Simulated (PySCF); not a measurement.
## WF₂ + NH₃ → HWN + 2 HF

Level: PBE0 in the def2-TZVP basis family, computed in PySCF with density fitting; scalar-relativistic core potentials for atoms from Rb on, none lighter, no spin–orbit coupling; open shells unrestricted.

```csv
species,state and structure,E (Eh),ZPE (kJ/mol),H(298 K) − H(0) (kJ/mol),S° (J/(mol K))
WF₂,"quintet, C2v, W–F 1.882 Å (×2); F–W–F 140.9°",-266.67975,8.6,12.4,299.2
NH₃,"singlet, C3v, N–H 1.013 Å (×3); H–N–H 107.1° (×3)",-56.51312,90.6,10.0,192.4
HWN,"triplet, Cs, W–H 1.704 Å, W–N 1.653 Å; H–W–N 97.0°",-122.29679,22.7,10.3,268.6
HF,"singlet, C∞v, H–F 0.920 Å",-100.39188,24.9,8.7,173.6
```

Q: What is the electronic reaction energy?

A: At PBE0/def2-TZVP, ΔE = 294.9 kJ/mol from the differences of the total energies times 2625.5, uphill. 

Q: Add zero-point, thermal and entropy terms for 298.15 K and 1 bar.

A: ΔZPE = -26.7 and Δ[H(298) − H(0)] = 5.3 kJ/mol give ΔH° = 273.5 kJ/mol. ΔS° = 124.2 J/(mol K), so ΔG° = 273.5 − 298.15 × (0.1242) = 236 kJ/mol. ΔG° would change sign near 2200 K if ΔH° and ΔS° stayed fixed.

Spin–orbit coupling can matter for WF₂, HWN and is left out. Open d or f shells are single determinants, so the state found may not be the ground state. The structures come from searches over a few start shapes, so lower isomers are not excluded.
